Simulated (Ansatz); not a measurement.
Ideal-gas functions of GeH$_{4}$O$_{2}$Si, SMILES `[OH][Ge][O][SiH3]` at 600 K and 1 bar, from an Ansatz frequency run at PBE0-D4/def2-TZVP.

Molar mass 136.73 g/mol, point group Cs (symmetry number 1), electronic degeneracy 1, moments of inertia 42.275, 296.716, 333.08 u Å². Harmonic wavenumbers (cm⁻¹, unscaled): 58, 88, 91, 235, 486, 506, 704, 724, 738, 832, 953, 957, 978, 1001, 2204, 2227, 2228, 3839.

Use S(trans) = R[1.5 ln M + 2.5 ln T − 1.1517]; rotational temperatures θ = 24.2544 K / I; S(rot) = R[ln(√π/σ · √(T³/θAθBθC)) + 1.5]; for each mode x = 1.438777 ν̃/T, S = R[x/(eˣ − 1) − ln(1 − e⁻ˣ)] and H = RT x/(eˣ − 1); 1 cm⁻¹ = 0.0119627 kJ/mol; R = 8.31446 J/(mol·K).

Task: By hand: the entropy, in J/(mol·K).

Result: Translation 184.7. Rotation: θ = 0.5737, 0.0817, 0.0728 K, giving 120.6. Vibration, mode by mode: 24.72, 21.27, 20.99, 13.19, 7.50, 7.20, 4.88, 4.70, 4.58, 3.83, 3.04, 3.02, 2.90, 2.78, 0.27, 0.25, 0.25, 0.01, in all 125.4. Electronic 0.0. Sum 430.7 J/(mol·K).

Task: By hand: H − E and G − E in kJ/mol, counted from the electronic energy.

Result: Zero-point energy ½ × 18849 × 0.0119627 = 112.7; thermal vibration 35.0; translation, rotation and pV give 4 RT = 20.0. H − E = 167.7 kJ/mol, and G − E = 167.7 − 600 × 430.7/1000 = -90.7 kJ/mol.

Vibration gives 29 % of the entropy, 67.0 J/(mol·K) of it from the modes under 150 cm⁻¹: soft modes count most, and the harmonic formula is weakest for them. The sum counts one conformer and one mirror image; others add a mixing term.
